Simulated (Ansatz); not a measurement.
Program: Ansatz. Geometries: PBE0-D4/def2-TZVP. ΔE: electronic, gas phase. CCSD(T)/CBS adds triple-zeta CCSD(T) − MP2 to the extrapolated MP2 energy (def2 sets, frozen cores). This one scheme is used for every species. Functionals use def2-TZVPP. B3LYP here is the variant with VWN-RPA as its local correlation; programs differ in this. HSE06 is defined as in plane-wave codes. For Ge outer-core shells are correlated without core-valence functions, which leaves a few kJ/mol of doubt a bond. Scalar relativity is left out up to krypton. Each species was taken in one conformer, which may not be the lowest.

Consider the substitution at a C–O bond: `O[CH2][GeH2][OH]` + HCl → `[OH][GeH2][CH2]Cl` + H₂O.

| level | ΔE (kJ/mol) | difference from CCSD(T)/CBS |
| --- | --- | --- |
| LDA (SPW92) | -36.1 | 8.8 |
| PBE-D4 | -39.9 | 5.0 |
| revPBE-D4 | -41.1 | 3.8 |
| BLYP-D4 | -37.6 | 7.3 |
| B97M-V | -37.4 | 7.5 |
| PBE0-D4 | -40.0 | 4.9 |
| B3LYP-D4 | -37.3 | 7.6 |
| r2SCANh-D4 | -40.0 | 4.9 |
| r2SCAN0-D4 | -40.2 | 4.7 |
| HSE06-D4 | -40.1 | 4.8 |
| BHLYP-D4 | -37.1 | 7.8 |
| CAM-B3LYP-D4 | -33.4 | 11.5 |
| ωB97M-V | -38.7 | 6.2 |
| B2PLYP | -37.5 | 7.4 |
| PBE-QIDH | -41.4 | 3.5 |
| PBE | -37.3 | 7.6 |
| revPBE | -36.6 | 8.3 |
| r2SCAN | -39.3 | 5.6 |
| B3LYP | -32.9 | 12.0 |
| r2SCANh | -39.4 | 5.5 |
| r2SCAN0 | -39.5 | 5.4 |
| HSE06 | -37.9 | 7.0 |
| BHLYP | -32.8 | 12.1 |
| CAM-B3LYP | -31.0 | 13.9 |
| LC-ωPBE | -34.6 | 10.3 |
| RPA@PBE/def2-TZVPP | -34.6 | 10.3 |
| HF/def2-SVP | -15.6 | 29.3 |
| CCSD/def2-SVP | -20.3 | 24.6 |
| CCSD(T)/def2-SVP | -21.5 | 23.4 |
| HF/def2-TZVPP | -29.9 | 15.0 |
| MP2/def2-TZVPP | -45.4 | -0.5 |
| SCS-MP2/def2-TZVPP | -40.7 | 4.2 |
| CCSD/def2-TZVPP | -36.2 | 8.7 |
| CCSD(T)/def2-TZVPP | -38.5 | 6.4 |
| HF/def2-QZVPP | -30.3 | 14.6 |
| MP2/def2-QZVPP | -49.2 | -4.3 |
| SCS-MP2/def2-QZVPP | -44.3 | 0.6 |
| HF/CBS(def2) | -30.3 | 14.6 |
| MP2/CBS(def2) | -51.8 | -6.9 |
| CCSD/CBS(def2) | -42.6 | 2.3 |
| CCSD(T)/CBS | -44.9 | 0 |

Largest T1 diagnostic among the species: 0.011.

At CCSD(T), def2-SVP lies +23.4 kJ/mol from the extrapolated value and def2-TZVPP +6.4 kJ/mol. Leaving LDA and LC-ωPBE aside and taking each functional with its dispersion term where it has one, the values spread over 8.0 kJ/mol, from PBE-QIDH to CAM-B3LYP-D4. The D4 term adds −4.4 kJ/mol with B3LYP and −2.2 kJ/mol with PBE0; it sums over pairs of atoms, weighted by their polarisabilities, and B3LYP, whose exchange is more repulsive, gets the larger term.

CCSD(T)/CBS has its own doubt, a few kJ/mol and more with outer-core shells, so smaller differences from it don't rank the levels.
